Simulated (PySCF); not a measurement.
NMR problem set

Theoretical values (PySCF): PBE0/pcSseg-1 with gauge-including orbitals, GFN2-xTB structure. A single conformation, isolated molecule, relativity neglected, one averaged value for each set of equivalent atoms.

Scale: ¹H (31.72 ppm) and ¹³C (186.93 ppm) against TMS (reference shieldings calculated alike). Splittings of carbon signals by F and P are missing where no couplings were computed. Where no couplings were computed, multiplicities follow the n + 1 count of equivalent neighbours, and m marks all less simple cases (inequivalent or close neighbours, rings, F or P nearby). Shifts are as computed. Against solution values, carbons near 30 ppm lie about +3 ppm off and those near 130 ppm about +5 ppm; carbons on Cl a further +6 ppm. Of 1211 compounds with measured shifts, 218 miss one by over three times the rms of a fit or turn the order of signals round; such compounds aren't used in these exercises. Carbons bonded to Cl come out too deshielded.

(1) C$_{3}$H$_{6}$F$_{4}$Si$_{2}$. ¹H NMR (600 MHz, computed): δ 5.96 (m, 1H), 4.27 (m, 1H), 4.06 (m, 1H), 0.21 (m, 3H). ¹³C{¹H} NMR (computed): δ 174.6 (C), 139.9 (C), -11.5 (CH3). What is it?

(2) C$_{6}$H$_{6}$ClP. ¹H NMR (600 MHz, computed): δ 7.57 (m, 2H), 7.48 (m, 2H), 4.01 (m, 2H). ¹³C{¹H} NMR (computed): δ 144.3 (C), 137.6 (CH), 136.8 (C), 134.7 (CH). Give a structure.

## Answers

(1) SMILES C[SiH2][Si@H](F)C(F)=C(F)F. The formula gives 1 degree of unsaturation (no ring in the answer). 3 carbon signals for 3 carbons: no two carbons are equivalent. Carbon types of the structure: 2 × C, 1 × CH3, leaving 3 H on heteroatoms. δC 174.6, 139.9: fully substituted alkene carbon. δC -11.5: methyl carbon bonded to Si; an electropositive neighbour leaves it electron-rich and shielded. δH 4.27, 4.06: hydrogen on a silicon bonded to C, Si. δH 0.21: hydrogen on a methyl carbon bonded to Si; an electropositive neighbour shields it, as in TMS itself.

This is the structure that produced the data.

(2) `Pc1ccc(Cl)cc1`. 4 carbon signals for 6 carbons: some carbons are equivalent by symmetry or fast rotation. Carbon types of the structure: 2 × C, 4 × CH, leaving 2 H on heteroatoms. δC 144.3: aromatic carbon bearing chlorine. δC 137.6, 134.7: aromatic CH; the aromatic region. δC 136.8: substituted aromatic carbon. δH 7.57, 7.48: hydrogen on an aromatic CH; ring-current deshielding.

This is the structure that produced the data.
